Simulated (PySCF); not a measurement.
PySCF input (M06-2X/6-311+G**):

```python
from pyscf import gto, dft

mol = gto.M(
    atom='''
    C     1.47166381   -0.13742564   -0.16023886
    C     0.24591742   -0.00505859   -0.03640495
    O    -1.10612656    0.18015862    0.07910224
    H    -1.45647492   -0.58636359    0.54704496
    ''',
    basis='6-311+g**',
    charge=-1,
    spin=0,
    verbose=4,
)

mf = dft.RKS(mol, xc='m062x')
mf.grids.level = 4
mf.conv_tol = 1e-9
mf.max_cycle = 100
mf.max_memory = 1500
mf.kernel()
if not mf.converged:
    mf = mf.newton()
    mf.kernel(mf.make_rdm1())
mf.dip_moment()
```

Output:

```
PySCF version 2.14.0

[INPUT] verbose = 4
[INPUT] num. atoms = 4
[INPUT] num. electrons = 22
[INPUT] charge = -1
[INPUT] spin (= nelec alpha-beta = 2S) = 0
[INPUT] symmetry False subgroup None
[INPUT] Mole.unit = angstrom
[INPUT] Symbol           X                Y                Z      unit          X                Y                Z       unit  Magmom
[INPUT]  1 C      1.471663810000  -0.137425640000  -0.160238860000 AA    2.781041548334  -0.259696822093  -0.302807559913 Bohr   0.0
[INPUT]  2 C      0.245917420000  -0.005058590000  -0.036404950000 AA    0.464716573060  -0.009559349676  -0.068795385078 Bohr   0.0
[INPUT]  3 O     -1.106126560000   0.180158620000   0.079102240000 AA   -2.090276257507   0.340450450780   0.149481569440 Bohr   0.0
[INPUT]  4 H     -1.456474920000  -0.586363590000   0.547044960000 AA   -2.752338706098  -1.108066594517   1.033765152224 Bohr   0.0

nuclear repulsion = 50.7726258894308
number of shells = 34
number of NR pGTOs = 113
number of NR cGTOs = 72
basis = 6-311+g**
ecp = {}

******** <class 'pyscf.dft.rks.RKS'> ********
method = RKS
initial guess = minao
damping factor = 0
level_shift factor = 0
DIIS = <class 'pyscf.scf.diis.CDIIS'>
diis_start_cycle = 1
diis_space = 8
diis_damp = 0
SCF conv_tol = 1e-09
SCF conv_tol_grad = None
SCF max_cycles = 100
direct_scf = True
direct_scf_tol = 1e-13
XC library pyscf.dft.libxc version 7.1.2
    S. Lehtola, C. Steigemann, M. J. T. Oliveira, and M. A. L. Marques,  SoftwareX 7, 1–5 (2018)
XC functionals = m062x
    Y. Zhao and D. G. Truhlar,  Theor. Chem. Acc. 120, 215 (2008)
    Y. Zhao and D. G. Truhlar,  Theor. Chem. Acc. 120, 215 (2008)
radial grids:
    Treutler-Ahlrichs [JCP 102, 346 (1995); DOI:10.1063/1.469408] (M4) radial grids

becke partition: Becke, JCP 88, 2547 (1988); DOI:10.1063/1.454033
pruning grids: <function nwchem_prune>
grids dens level: 4
symmetrized grids: False
atomic radii adjust function: <function treutler_atomic_radii_adjust>
small_rho_cutoff = 0
Set gradient conv threshold to 3.16228e-05
Initial guess from minao.
tot grids = 101184
init E= -152.172985301395
  HOMO = -0.276888046322457  LUMO = -0.019168116574015  gap/eV = 7.01292
cycle= 1 E= -151.814495898477  delta_E= 0.358  |g|= 0.592  |ddm|= 1.88
  HOMO = 0.056389342993544  LUMO = 0.13347638967312  gap/eV = 2.09765
cycle= 2 E= -151.791488531734  delta_E= 0.023  |g|= 0.679  |ddm|= 9.75
  HOMO = -0.0417904593732891  LUMO = 0.144296903377246  gap/eV = 5.06370
cycle= 3 E= -151.908173375725  delta_E= -0.117  |g|= 0.147  |ddm|= 8.96
  HOMO = -0.0560848597355328  LUMO = 0.14026633355715  gap/eV = 5.34299
cycle= 4 E= -151.913075239497  delta_E= -0.0049  |g|= 0.0442  |ddm|= 0.349
  HOMO = -0.0559510341835222  LUMO = 0.140557982480082  gap/eV = 5.34728
cycle= 5 E= -151.913501143733  delta_E= -0.000426  |g|= 0.0109  |ddm|= 0.358
  HOMO = -0.0543550822604834  LUMO = 0.140460522887711  gap/eV = 5.30120
cycle= 6 E= -151.913529112992  delta_E= -2.8e-05  |g|= 0.00402  |ddm|= 0.0938
  HOMO = -0.0549846646548367  LUMO = 0.140509674502269  gap/eV = 5.31967
cycle= 7 E= -151.913534949878  delta_E= -5.84e-06  |g|= 0.000819  |ddm|= 0.0499
  HOMO = -0.0548089166013408  LUMO = 0.140558863036535  gap/eV = 5.31623
cycle= 8 E= -151.913535297868  delta_E= -3.48e-07  |g|= 0.000113  |ddm|= 0.00769
  HOMO = -0.0548222263194518  LUMO = 0.140550604041767  gap/eV = 5.31637
cycle= 9 E= -151.913535309018  delta_E= -1.12e-08  |g|= 2.62e-05  |ddm|= 0.00101
  HOMO = -0.0548236322397491  LUMO = 0.14054857547654  gap/eV = 5.31635
cycle= 10 E= -151.913535309588  delta_E= -5.7e-10  |g|= 6.46e-06  |ddm|= 0.000365
  HOMO = -0.054823579121143  LUMO = 0.140547680103101  gap/eV = 5.31632
Extra cycle  E= -151.913535309612  delta_E= -2.36e-11  |g|= 6.19e-06  |ddm|= 8.27e-05
converged SCF energy = -151.913535309612

WARN: System has nonzero charge -1; the dipole moment is origin-dependent.
Location of origin: [0. 0. 0.]

Dipole moment(X, Y, Z, Debye): -6.87635, -0.72211,  1.48235
```

The dipole moment of an ion depends on the origin.

The geometry given is a B3LYP-D3(BJ)/def2-TZVP minimum.
